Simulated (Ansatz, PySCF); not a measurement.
System: difluoroborinic acid, sum formula HBOF$_{2}$, charge 0, multiplicity 1. 
Structure (B3LYP-D3(BJ)/def2-TZVP (Ansatz, a program for electronic structure) minimum search):
```
B
F 1 1.3217
F 1 1.3324 2 118.24
O 1 1.3483 2 119.47 3 180.00
H 4 0.9626 1 114.10 2 -180.00
```

Total electronic energies in hartree. Valence correlation only, unless marked. No spin-orbit coupling. No relativistic terms. CBS(X,Y): correlation extrapolated as X^-3; Hartree-Fock from the larger set.

```json
[
 {"level": "HF/STO-3G", "program": "Ansatz", "energy (Eh)": "-295.03652"},
 {"level": "HF/cc-pVTZ", "program": "Ansatz", "energy (Eh)": "-299.31885"},
 {"level": "BP86-D4/def2-TZVPD", "program": "PySCF + dftd4", "energy (Eh)": "-300.67020"},
 {"level": "HSE06-D3(BJ)/def2-TZVPD", "program": "Ansatz + dftd3", "energy (Eh)": "-300.36166"},
 {"level": "B2PLYP-D4/def2-TZVPD", "program": "Ansatz + dftd4", "energy (Eh)": "-300.50932"},
 {"level": "CCSD/aug-cc-pVDZ", "program": "Ansatz", "energy (Eh)": "-299.92018"},
 {"level": "CCSD(T)/aug-cc-pVDZ", "program": "Ansatz", "energy (Eh)": "-299.93731"},
 {"level": "CCSD(T)/cc-pVDZ", "program": "PySCF", "energy (Eh)": "-299.86747"},
 {"level": "CCSD(T)/CBS(cc-pVTZ,cc-pVQZ)", "program": "Ansatz", "energy (Eh)": "-300.3281"}
]
```

Totals of different functionals don't rank their quality; only differences between species are comparable.
